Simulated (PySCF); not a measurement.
CH₂NO, multiplicity 2. Atoms are numbered in the order given.

```xyz
5

N     -0.0940    -1.0813     0.0000
C      0.4086     0.1600     0.0000
O     -0.1528     1.2161     0.0000
H     -1.0957    -1.2461     0.0000
H      0.5245    -1.8731     0.0000
```
Charge 0, spin multiplicity 2.

Coordinates come from a TPSSh-D3(BJ)/def2-TZVP optimisation. The isomer is the one that the SMILES or the coordinates give; other isomers of the formula were not compared. One conformer was computed; it need not be the lowest.

The numbers are results of TDA-PBE/def2-SVPD (PySCF), not measurements.

Vertical excitations. 

Computed excitation energies, oscillator strengths and character:
```tsv
state	energy (eV)	λ (nm)	f	main pairs
root 1	4.00	310	0.003	α HOMO→LUMO 86 %, β HOMO→LUMO 13 %
root 2	4.23	293	0.001	α HOMO→LUMO 13 %, β HOMO→LUMO 87 %
root 3	4.64	267	0.022	α HOMO→LUMO+1 99 %
root 4	5.69	218	0.099	α HOMO→LUMO+2 85 %, β HOMO−1→LUMO 12 %
root 5	5.76	215	0.005	α HOMO→LUMO+2 14 %, α HOMO−1→LUMO 8 %, β HOMO−1→LUMO 70 %
root 6	6.30	197	0.002	α HOMO−1→LUMO 50 %, β HOMO→LUMO+1 45 %
root 7	6.58	188	0.024	α HOMO→LUMO+3 95 %
root 8	7.06	176	0.002	α HOMO−1→LUMO+1 50 %, β HOMO−2→LUMO 27 %, β HOMO→LUMO+2 18 %
root 9	7.19	173	0.023	α HOMO→LUMO+4 19 %, α HOMO−1→LUMO+1 14 %, β HOMO−2→LUMO 47 %, β HOMO→LUMO+2 16 %
root 10	7.24	171	0.020	α HOMO→LUMO+4 79 %, β HOMO−2→LUMO 15 %
```
Unrestricted roots are not spin-pure.
